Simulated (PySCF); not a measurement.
**Energy of Mn⁺ (manganese, charge +1) between two integer charges**

The 4s alpha orbital of [Ar] 3d5 4s1 is emptied in steps (occupation f), with all orbitals relaxed, ending at [Ar] 3d5. Calculation: PySCF 2.14, in def2-TZVP (6s4p4d1f, 45 functions); no relativity, point nucleus. The exact energy is a straight line in f; departures are measured from the line between the end points of the same method.

**Question.** Among BHandHLYP, wB97X, r2SCAN0, which shows the largest delocalisation error (convex curve), and which is closest to linear?

**Answer.** Most convex: r2SCAN0 (-0.567 eV at f = 0.5); closest to linear: wB97X (-0.048 eV).

| f | BHandHLYP (eV) | wB97X (eV) | r2SCAN0 (eV) |
| --- | --- | --- | --- |
| 1 | 0.000 | 0.000 | 0.000 |
| 0.75 | -0.328 | -0.049 | -0.432 |
| 0.5 | -0.436 | -0.048 | -0.567 |
| 0.25 | -0.326 | -0.017 | -0.422 |
| 0 | 0.000 | 0.000 | 0.000 |

| method | E(f=0) − E(f=1) (eV) | −ε at f=1 (eV) | −ε at f=0.5 (eV) |
| --- | --- | --- | --- |
| BHandHLYP | 15.399 | 13.649 | 15.404 |
| wB97X | 15.176 | 14.866 | 15.263 |
| r2SCAN0 | 15.717 | 13.371 | 15.738 |

As f goes to zero the orbital energy of a semilocal functional can turn back, because the density of that orbital vanishes from the exchange-correlation potential.

Reference removal energy between the ground levels: 15.640 eV (measured; NIST Atomic Spectra Database, ionization energies).
